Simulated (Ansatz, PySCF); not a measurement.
BeF2, SMILES [F][Be][F]. Atoms are numbered in the order given.

```xyz
3

Be     0.0000     0.0000     0.0000
F      0.0000     0.0000    -1.3818
F      0.0000     0.0000     1.3818
```
Charge 0, spin multiplicity 1.

Geometry: r2SCAN-D4/def2-TZVP. The isomer is the one that the SMILES or the coordinates give; other isomers of the formula were not compared.

Two levels are set side by side: PBE-D3(BJ)/def2-TZVP (Ansatz, a quantum-chemistry and plane-wave program) and r2SCAN-D4/def2-TZVP (Ansatz). Each level has its own optimised geometry; the coordinates shown are those of the second. Frequencies come from the Hessian of PySCF at each geometry. Differences are taken from unrounded values.

| quantity | r2SCAN-D4 | PBE-D3(BJ) | PBE-D3(BJ) minus r2SCAN-D4 |
|---|---|---|---|
| mean bond length (Å) | 1.382 | 1.391 | 0.009 |
| bond Be1–F2 (Å) | 1.382 | 1.391 | 0.009 |
| bond Be1–F3 (Å) | 1.382 | 1.391 | 0.009 |
| highest harmonic wavenumber (cm⁻¹) | 1558 | 1522 | -35 |
| mean harmonic wavenumber (cm⁻¹) | 741 | 725 | -16 |
| zero-point energy (kcal/mol) | 4.24 | 4.15 | -0.09 |
